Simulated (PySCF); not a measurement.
Li(Me) cation (CH₃Li), SMILES [Li][CH3] (connectivity only; charge and spin as stated), charge +1, multiplicity 2. Atoms are numbered in the order given.

```xyz
5

Li     0.0000     0.0000    -1.7324
C      0.0000     0.0000     0.5362
H      0.9353     0.5400     0.6601
H      0.0000    -1.0800     0.6601
H     -0.9353     0.5400     0.6601
```
Charge +1, spin multiplicity 2.

Geometry: ωB97X-D3(BJ)/def2-TZVPD. The multiplicity is an assumed one; other spin states were not compared. The isomer is the one that the SMILES or the coordinates give; other isomers of the formula were not compared.

Calculation: PBE/def2-TZVPD (PySCF).

Isolated molecule, no solvent.

Estimate the frontier levels, dipole moment and polarisability. (Estimate from the structure and the level; the computed values follow.)


- α spin, highest occupied and lowest empty level: -12.19 and -6.37 eV
- β spin, highest occupied and lowest empty level: -15.68 and -9.84 eV
- dipole moment about the centre of nuclear charge: 6.37 D
- mean static polarisability: 16.3 bohr³ (2.41 Å³)
- polarisability, principal values: 15.9, 15.9, 17.0 bohr³
- ⟨S²⟩: 0.753 (pure state 0.75)
